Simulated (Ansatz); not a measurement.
**Relative stability**

The two ends of one reaction step of ZnNH$_{4}$ClO, singlet (PBE0-D4/def2-TZVP).

A:

```tsv
atom	x (Å)	y (Å)	z (Å)
Zn1	-0.2168	-0.6439	-0.7308
O2	1.5976	-0.6667	-0.7533
Cl3	-2.1766	-1.2096	-1.3786
H4	0.6547	0.9587	1.0674
N5	-0.3215	0.7645	0.8671
H6	2.0104	-1.2384	-1.4008
H7	-0.7857	1.6315	0.6242
H8	-0.7620	0.4038	1.7050
```

B:

```xyz
8
angstrom
Zn -0.8931 -0.3649 -0.3661
O 1.2917 -0.7800 -0.3686
Cl -1.8900 -1.5256 -1.8298
H 1.3485 0.0600 0.1285
N -0.3760 0.9124 0.8994
H 1.8757 -0.7380 -1.1297
H -0.8320 1.8117 0.8065
H -0.5248 0.6244 1.8599
```

Program: Ansatz 0.2.0. Basis: def2-TZVPP. Cores are frozen in the correlated methods. The 3s and 3p shells of Cu and Zn are frozen; filled d shells are correlated. B3LYP uses VWN-RPA correlation.

(1) Which structure is lower at CCSD(T), and by how much? (To be estimated.)

The T1 diagnostic stays at or below 0.014.

Answers

(1) The calculation gives: A, by 0.622 eV (electronic energy, against the other). By their contacts, A is ZnNH₄ClO ([NH3][Zn]([OH])[Cl]) and B is ZnNH₄ClO ([NH2][Zn]([OH2])[Cl]).

All methods give the same order:

```json
{"method": "SPW92", "E(B) − E(A) (eV)": "0.522"}
{"method": "PBE-D4", "E(B) − E(A) (eV)": "0.567"}
{"method": "BLYP-D4", "E(B) − E(A) (eV)": "0.601"}
{"method": "r2SCAN-D4", "E(B) − E(A) (eV)": "0.628"}
{"method": "B97M-V", "E(B) − E(A) (eV)": "0.635"}
{"method": "PBE0-D4", "E(B) − E(A) (eV)": "0.599"}
{"method": "B3LYP-D4", "E(B) − E(A) (eV)": "0.624"}
{"method": "r2SCAN0-D4", "E(B) − E(A) (eV)": "0.636"}
{"method": "BHLYP-D4", "E(B) − E(A) (eV)": "0.666"}
{"method": "CAM-B3LYP-D4", "E(B) − E(A) (eV)": "0.639"}
{"method": "wB97X-V", "E(B) − E(A) (eV)": "0.643"}
{"method": "wB97M-V", "E(B) − E(A) (eV)": "0.600"}
{"method": "B2PLYP", "E(B) − E(A) (eV)": "0.634"}
{"method": "PBE-QIDH", "E(B) − E(A) (eV)": "0.628"}
{"method": "RPA on PBE", "E(B) − E(A) (eV)": "0.615"}
{"method": "HF", "E(B) − E(A) (eV)": "0.742"}
{"method": "MP2", "E(B) − E(A) (eV)": "0.616"}
{"method": "CCSD", "E(B) − E(A) (eV)": "0.642"}
{"method": "CCSD(T)", "E(B) − E(A) (eV)": "0.622"}
```

Labels in which every atom is bracketed show which atoms are joined, not bond orders.

For scale, one of the runs: CCSD(T)/def2-TZVPP, 224 basis functions, launched by `ansatz run in.yaml --threads 8 --pin off --events-out ev --progress --plain --max-ram 19148MiB`. The run took 49 s on 8 CPU threads of an Arm Neoverse V2 (shared host), with 3.6 GiB of host memory at its peak.
